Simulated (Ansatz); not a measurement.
A short molecular-dynamics run on C2H6O2Si, SMILES `OC1CO[SiH2]1`.

```yaml
crystal:
  periodic: [false, false, false]
  atoms:
    - {symbol: O, position_ang: [-1.531091, 0.975447, 0.144756]}
    - {symbol: C, position_ang: [-0.167265, 0.634405, 0.293145]}
    - {symbol: C, position_ang: [-0.029740, -0.731369, 0.998057]}
    - {symbol: O, position_ang: [0.702443, -1.514786, 0.026467]}
    - {symbol: Si, position_ang: [0.732164, -0.291271, -1.103274]}
    - {symbol: H, position_ang: [-1.596840, 1.742254, -0.428967]}
    - {symbol: H, position_ang: [0.390090, 1.421903, 0.812360]}
    - {symbol: H, position_ang: [0.532323, -0.694669, 1.934489]}
    - {symbol: H, position_ang: [-1.016782, -1.165576, 1.177108]}
    - {symbol: H, position_ang: [2.108971, 0.117142, -1.496592]}
    - {symbol: H, position_ang: [-0.059072, -0.550479, -2.337050]}
basis:
  gaussian: {orbitals: def2-SVP}
hamiltonian: {xc: {name: PBE}, dispersion: d4}
md: {timestep: 1 fs, n_steps: 20, ensemble: nvt_nose_hoover, temperature: 1000, initial_velocities: maxwell_boltzmann, seed: 66}
```

```sh
$ ansatz run in.yaml --threads 4 --pin off --events-out ev --progress --plain --max-ram 10444MiB
```

| step | time (fs) | potential energy (eV) | kinetic (eV) | T (K) | conserved (eV) |
| --- | --- | --- | --- | --- | --- |
| 0 | 0.0 | -14124.5800 | 1.1633 | 1000 | -14123.4167 |
| 1 | 1.0 | -14124.4384 | 1.0274 | 883 | -14123.4109 |
| 2 | 2.0 | -14124.1932 | 0.7964 | 685 | -14123.3967 |
| 3 | 3.0 | -14124.0497 | 0.6555 | 563 | -14123.3942 |
| 4 | 4.0 | -14124.0508 | 0.6485 | 557 | -14123.4025 |
| 5 | 5.0 | -14124.0758 | 0.6676 | 574 | -14123.4087 |
| 6 | 6.0 | -14124.0247 | 0.6184 | 532 | -14123.4069 |
| 7 | 7.0 | -14123.9169 | 0.5181 | 445 | -14123.3996 |
| 8 | 8.0 | -14123.8508 | 0.4546 | 391 | -14123.3973 |
| 9 | 9.0 | -14123.8621 | 0.4635 | 398 | -14123.4000 |
| 10 | 10.0 | -14123.9146 | 0.5154 | 443 | -14123.4011 |
| 11 | 11.0 | -14123.9863 | 0.5860 | 504 | -14123.4026 |
| 12 | 12.0 | -14124.0599 | 0.6601 | 567 | -14123.4027 |
| 13 | 13.0 | -14124.1424 | 0.7457 | 641 | -14123.4005 |
| 14 | 14.0 | -14124.2591 | 0.8581 | 738 | -14123.4057 |
| 15 | 15.0 | -14124.3355 | 0.9286 | 798 | -14123.4126 |
| 16 | 16.0 | -14124.2771 | 0.8744 | 752 | -14123.4096 |
| 17 | 17.0 | -14124.1210 | 0.7249 | 623 | -14123.4040 |
| 18 | 18.0 | -14123.9529 | 0.5620 | 483 | -14123.3998 |
| 19 | 19.0 | -14123.8425 | 0.4554 | 391 | -14123.3967 |
| 20 | 20.0 | -14123.8337 | 0.4456 | 383 | -14123.3985 |

Velocities are drawn at the set temperature; a run this short doesn't reach equilibrium.

Frames (Å, forces in eV/Å):

```xyz
11
time=0.0 fs
O    -1.531    0.975    0.145   -0.284   -0.549    0.367
C    -0.167    0.634    0.293   -0.497    0.032   -0.077
C    -0.030   -0.731    0.998    0.239    0.035   -0.299
O     0.702   -1.515    0.026    0.147   -1.061    0.579
Si    0.732   -0.291   -1.103    0.152    0.633   -0.799
H    -1.597    1.742   -0.429    0.015    0.558   -0.420
H     0.390    1.422    0.812    0.419    0.449    0.300
H     0.532   -0.695    1.934    0.271    0.023    0.577
H    -1.017   -1.166    1.177   -0.589   -0.179    0.154
H     2.109    0.117   -1.497    0.314    0.092   -0.103
H    -0.059   -0.550   -2.337   -0.186   -0.034   -0.279
11
time=1.0 fs
O    -1.533    0.970    0.140    0.007    0.623   -0.428
C    -0.158    0.631    0.300   -1.407   -0.931   -0.972
C    -0.028   -0.735    0.998   -0.107    0.244   -0.209
O     0.706   -1.510    0.023    0.150   -1.281    1.016
Si    0.730   -0.289   -1.102   -0.753    0.451   -0.346
H    -1.563    1.772   -0.438   -0.044   -0.535    0.394
H     0.387    1.388    0.794    1.094    1.584    1.059
H     0.509   -0.643    1.955    0.185   -0.328    0.316
H    -1.045   -1.138    1.141   -0.187   -0.192    0.240
H     2.060    0.061   -1.487    1.434    0.444   -0.471
H    -0.084   -0.539   -2.299   -0.373   -0.079   -0.599
11
time=2.0 fs
O    -1.535    0.965    0.135    0.397    1.453   -0.919
C    -0.150    0.628    0.307   -1.969   -1.367   -1.514
C    -0.026   -0.739    0.997   -0.495    0.423    0.065
O     0.711   -1.506    0.020    0.142   -1.468    1.407
Si    0.727   -0.287   -1.100   -1.614    0.308   -0.004
H    -1.530    1.797   -0.443   -0.189   -1.289    0.908
H     0.394    1.369    0.785    1.421    2.200    1.467
H     0.488   -0.594    1.978    0.034   -0.686   -0.091
H    -1.074   -1.113    1.108    0.320   -0.177    0.319
H     2.025    0.009   -1.482    2.451    0.704   -0.827
H    -0.112   -0.529   -2.267   -0.497   -0.101   -0.811
11
time=3.0 fs
O    -1.537    0.961    0.129    0.815    1.772   -1.029
C    -0.143    0.623    0.312   -1.824   -0.788   -1.385
C    -0.024   -0.742    0.997   -0.853    0.594    0.358
O     0.715   -1.502    0.018    0.130   -1.607    1.724
Si    0.723   -0.285   -1.098   -1.981    0.275    0.035
H    -1.499    1.810   -0.439   -0.362   -1.540    1.042
H     0.415    1.371    0.790    1.045    1.815    1.223
H     0.467   -0.552    2.000   -0.090   -1.017   -0.487
H    -1.101   -1.089    1.077    0.765   -0.192    0.401
H     2.014   -0.036   -1.485    2.862    0.778   -1.018
H    -0.145   -0.519   -2.243   -0.507   -0.091   -0.866
11
time=4.0 fs
O    -1.538    0.958    0.123    1.189    1.558   -0.784
C    -0.138    0.618    0.316   -1.208    0.436   -0.815
C    -0.023   -0.745    0.996   -1.121    0.746    0.556
O     0.719   -1.500    0.017    0.119   -1.687    1.949
Si    0.719   -0.282   -1.097   -1.610    0.335   -0.306
H    -1.471    1.807   -0.425   -0.504   -1.264    0.818
H     0.446    1.391    0.807    0.210    0.782    0.565
H     0.445   -0.520    2.018   -0.136   -1.280   -0.758
H    -1.120   -1.068    1.051    1.041   -0.254    0.481
H     2.030   -0.073   -1.498    2.406    0.680   -0.948
H    -0.182   -0.510   -2.227   -0.386   -0.053   -0.760
11
time=5.0 fs
O    -1.539    0.956    0.116    1.460    0.808   -0.215
C    -0.134    0.612    0.320   -0.607    1.609   -0.228
C    -0.023   -0.747    0.997   -1.261    0.858    0.601
O     0.723   -1.499    0.017    0.108   -1.697    2.071
Si    0.714   -0.280   -1.095   -0.739    0.384   -0.903
H    -1.448    1.793   -0.404   -0.568   -0.450    0.270
H     0.479    1.418    0.830   -0.593   -0.231   -0.081
H     0.422   -0.499    2.028   -0.092   -1.443   -0.845
H    -1.130   -1.048    1.029    1.103   -0.359    0.545
H     2.068   -0.105   -1.520    1.347    0.520   -0.676
H    -0.224   -0.502   -2.218   -0.159    0.001   -0.540
11
time=6.0 fs
O    -1.539    0.954    0.109    1.588   -0.336    0.550
C    -0.130    0.609    0.323   -0.237    2.404    0.181
C    -0.024   -0.749    0.997   -1.246    0.915    0.465
O     0.728   -1.499    0.018    0.096   -1.636    2.092
Si    0.709   -0.277   -1.094    0.181    0.346   -1.533
H    -1.430    1.774   -0.380   -0.530    0.758   -0.476
H     0.507    1.443    0.851   -1.130   -0.912   -0.521
H     0.398   -0.493    2.030    0.036   -1.491   -0.727
H    -1.129   -1.032    1.012    0.936   -0.496    0.584
H     2.120   -0.131   -1.548    0.189    0.391   -0.343
H    -0.267   -0.494   -2.215    0.117    0.056   -0.273
11
time=7.0 fs
O    -1.538    0.952    0.102    1.617   -1.291    1.146
C    -0.126    0.607    0.326   -0.081    2.809    0.408
C    -0.026   -0.750    0.998   -1.065    0.912    0.139
O     0.732   -1.499    0.021    0.077   -1.508    2.022
Si    0.704   -0.274   -1.093    0.877    0.215   -2.031
H    -1.418    1.763   -0.360   -0.453    1.770   -1.049
H     0.523    1.459    0.868   -1.398   -1.258   -0.750
H     0.374   -0.501    2.026    0.236   -1.422   -0.403
H    -1.118   -1.021    1.001    0.548   -0.650    0.587
H     2.174   -0.153   -1.579   -0.744    0.320   -0.051
H    -0.309   -0.485   -2.214    0.387    0.102   -0.020
11
time=8.0 fs
O    -1.535    0.950    0.096    1.668   -1.260    1.145
C    -0.123    0.607    0.330   -0.078    2.888    0.488
C    -0.029   -0.750    1.000   -0.745    0.853   -0.341
O     0.737   -1.501    0.025    0.045   -1.320    1.876
Si    0.700   -0.271   -1.093    1.308    0.023   -2.328
H    -1.409    1.768   -0.351   -0.469    1.777   -1.021
H     0.526    1.463    0.877   -1.444   -1.328   -0.804
H     0.353   -0.522    2.017    0.480   -1.255    0.087
H    -1.103   -1.016    0.995   -0.003   -0.799    0.551
H     2.220   -0.172   -1.611   -1.373    0.290    0.165
H    -0.347   -0.475   -2.213    0.611    0.133    0.183
11
time=9.0 fs
O    -1.532    0.946    0.091    1.761   -0.236    0.613
C    -0.120    0.610    0.334   -0.216    2.647    0.424
C    -0.032   -0.749    1.000   -0.368    0.749   -0.847
O     0.741   -1.504    0.030   -0.004   -1.083    1.666
Si    0.696   -0.268   -1.094    1.540   -0.197   -2.425
H    -1.406    1.791   -0.351   -0.592    0.768   -0.461
H     0.516    1.455    0.879   -1.283   -1.135   -0.689
H     0.336   -0.556    2.010    0.711   -1.035    0.608
H    -1.088   -1.019    0.995   -0.574   -0.908    0.480
H     2.254   -0.189   -1.642   -1.744    0.283    0.311
H    -0.379   -0.464   -2.211    0.769    0.146    0.319
11
time=10.0 fs
O    -1.528    0.943    0.086    1.784    0.991    0.009
C    -0.116    0.615    0.339   -0.542    2.029    0.177
C    -0.036   -0.748    1.001   -0.070    0.594   -1.141
O     0.746   -1.507    0.036   -0.070   -0.805    1.405
Si    0.692   -0.266   -1.096    1.649   -0.416   -2.350
H    -1.407    1.821   -0.356   -0.698   -0.459    0.169
H     0.493    1.435    0.875   -0.881   -0.626   -0.368
H     0.326   -0.599    2.008    0.840   -0.817    0.925
H    -1.078   -1.030    0.999   -0.939   -0.923    0.387
H     2.270   -0.203   -1.669   -1.926    0.287    0.402
H    -0.404   -0.452   -2.205    0.853    0.145    0.386
11
time=11.0 fs
O    -1.523    0.940    0.081    1.668    1.827   -0.373
C    -0.114    0.621    0.343   -1.106    0.978   -0.312
C    -0.039   -0.746    1.000    0.041    0.334   -1.005
O     0.751   -1.510    0.043   -0.150   -0.495    1.102
Si    0.689   -0.263   -1.098    1.690   -0.616   -2.134
H    -1.416    1.846   -0.359   -0.702   -1.304    0.572
H     0.461    1.410    0.866   -0.207    0.257    0.203
H     0.324   -0.651    2.015    0.787   -0.614    0.825
H    -1.077   -1.050    1.007   -0.917   -0.794    0.285
H     2.268   -0.214   -1.693   -1.966    0.297    0.451
H    -0.421   -0.438   -2.196    0.862    0.129    0.386
11
time=12.0 fs
O    -1.516    0.938    0.076    1.425    2.106   -0.476
C    -0.112    0.629    0.348   -1.815   -0.351   -0.987
C    -0.043   -0.744    0.999   -0.027   -0.094   -0.434
O     0.755   -1.514    0.050   -0.238   -0.166    0.770
Si    0.686   -0.260   -1.101    1.687   -0.788   -1.796
H    -1.431    1.859   -0.356   -0.605   -1.600    0.693
H     0.428    1.387    0.860    0.632    1.380    0.953
H     0.329   -0.708    2.030    0.558   -0.383    0.323
H    -1.085   -1.078    1.018   -0.528   -0.515    0.176
H     2.248   -0.222   -1.712   -1.882    0.308    0.460
H    -0.430   -0.423   -2.183    0.793    0.102    0.320
11
time=13.0 fs
O    -1.509    0.938    0.071    1.091    1.807   -0.321
C    -0.111    0.636    0.351   -2.270   -1.365   -1.488
C    -0.047   -0.742    0.997   -0.167   -0.686    0.337
O     0.759   -1.518    0.058   -0.328    0.169    0.421
Si    0.685   -0.258   -1.105    1.625   -0.930   -1.344
H    -1.453    1.857   -0.347   -0.440   -1.332    0.552
H     0.401    1.377    0.863    1.235    2.180    1.511
H     0.340   -0.769    2.048    0.240   -0.082   -0.338
H    -1.098   -1.111    1.030    0.024   -0.146    0.061
H     2.209   -0.228   -1.727   -1.654    0.321    0.418
H    -0.431   -0.407   -2.167    0.643    0.064    0.190
11
time=14.0 fs
O    -1.501    0.938    0.065    0.717    0.931    0.068
C    -0.113    0.641    0.354   -2.045   -1.378   -1.344
C    -0.051   -0.741    0.995   -0.270   -1.342    1.041
O     0.763   -1.522    0.067   -0.408    0.490    0.066
Si    0.683   -0.256   -1.109    1.452   -1.048   -0.770
H    -1.478    1.842   -0.333   -0.256   -0.507    0.175
H     0.385    1.388    0.880    1.180    2.002    1.412
H     0.353   -0.831    2.062   -0.066    0.274   -0.895
H    -1.111   -1.145    1.043    0.516    0.226   -0.054
H     2.155   -0.230   -1.738   -1.233    0.335    0.301
H    -0.426   -0.390   -2.149    0.413    0.017    0.000
11
time=15.0 fs
O    -1.493    0.939    0.060    0.368   -0.341    0.593
C    -0.116    0.646    0.355   -1.269   -0.519   -0.600
C    -0.055   -0.741    0.994   -0.278   -1.917    1.518
O     0.767   -1.526    0.075   -0.471    0.778   -0.292
Si    0.682   -0.255   -1.114    1.088   -1.142   -0.055
H    -1.506    1.822   -0.317   -0.116    0.697   -0.337
H     0.381    1.418    0.911    0.596    0.967    0.700
H     0.366   -0.890    2.069   -0.296    0.633   -1.206
H    -1.118   -1.177    1.056    0.817    0.529   -0.160
H     2.088   -0.229   -1.746   -0.556    0.349    0.072
H    -0.416   -0.373   -2.131    0.117   -0.035   -0.234
11
time=16.0 fs
O    -1.484    0.940    0.055    0.066   -1.368    0.981
C    -0.120    0.651    0.356   -0.417    0.463    0.259
C    -0.059   -0.742    0.995   -0.182   -2.290    1.713
O     0.771   -1.529    0.083   -0.509    1.016   -0.651
Si    0.682   -0.254   -1.118    0.465   -1.215    0.803
H    -1.535    1.809   -0.304   -0.044    1.649   -0.709
H     0.382    1.458    0.948   -0.036   -0.201   -0.135
H     0.375   -0.943    2.063   -0.424    0.945   -1.237
H    -1.118   -1.204    1.067    0.886    0.723   -0.248
H     2.017   -0.225   -1.754    0.405    0.363   -0.300
H    -0.406   -0.357   -2.115   -0.210   -0.086   -0.475
11
time=17.0 fs
O    -1.476    0.940    0.050   -0.298   -1.358    0.923
C    -0.124    0.655    0.357    0.262    1.091    0.906
C    -0.064   -0.745    0.997    0.009   -2.383    1.613
O     0.774   -1.531    0.091   -0.518    1.193   -1.009
Si    0.682   -0.253   -1.123   -0.369   -1.270    1.730
H    -1.564    1.812   -0.298    0.054    1.568   -0.642
H     0.383    1.496    0.984   -0.451   -1.045   -0.758
H     0.381   -0.987    2.046   -0.436    1.170   -0.991
H    -1.110   -1.224    1.075    0.718    0.786   -0.313
H     1.949   -0.217   -1.764    1.537    0.377   -0.791
H    -0.398   -0.341   -2.104   -0.506   -0.130   -0.669
11
time=18.0 fs
O    -1.467    0.939    0.046   -0.830   -0.379    0.488
C    -0.128    0.661    0.358    0.757    1.297    1.295
C    -0.068   -0.750    1.000    0.273   -2.162    1.211
O     0.777   -1.533    0.098   -0.500    1.303   -1.353
Si    0.681   -0.253   -1.126   -1.135   -1.303    2.512
H    -1.593    1.829   -0.298    0.277    0.538   -0.209
H     0.380    1.523    1.013   -0.636   -1.503   -1.111
H     0.382   -1.020    2.019   -0.321    1.278   -0.480
H    -1.094   -1.236    1.081    0.327    0.709   -0.352
H     1.896   -0.206   -1.782    2.485    0.387   -1.242
H    -0.395   -0.327   -2.100   -0.698   -0.165   -0.758
11
time=19.0 fs
O    -1.459    0.938    0.042   -1.446    0.753    0.013
C    -0.132    0.668    0.361    1.101    1.160    1.464
C    -0.073   -0.757    1.004    0.574   -1.639    0.526
O     0.780   -1.534    0.104   -0.463    1.350   -1.664
Si    0.680   -0.253   -1.129   -1.425   -1.294    2.844
H    -1.619    1.852   -0.300    0.566   -0.620    0.248
H     0.371    1.536    1.032   -0.649   -1.645   -1.235
H     0.381   -1.041    1.988   -0.077    1.250    0.265
H    -1.076   -1.242    1.083   -0.240    0.503   -0.362
H     1.866   -0.191   -1.812    2.789    0.372   -1.393
H    -0.398   -0.314   -2.102   -0.729   -0.189   -0.706
11
time=20.0 fs
O    -1.452    0.938    0.039   -1.984    1.470   -0.292
C    -0.134    0.675    0.365    1.279    0.735    1.425
C    -0.076   -0.765    1.009    0.853   -0.920   -0.330
O     0.782   -1.534    0.110   -0.420    1.343   -1.911
Si    0.679   -0.253   -1.131   -1.090   -1.207    2.578
H    -1.640    1.869   -0.300    0.795   -1.337    0.520
H     0.355    1.534    1.038   -0.519   -1.510   -1.153
H     0.378   -1.049    1.959    0.249    1.104    1.123
H    -1.060   -1.243    1.082   -0.862    0.225   -0.346
H     1.863   -0.172   -1.855    2.295    0.305   -1.094
H    -0.408   -0.303   -2.112   -0.596   -0.208   -0.521
```

Run time 25 s (4 threads of an Arm Neoverse V1 on a shared host); peak host memory 0.14 GiB.
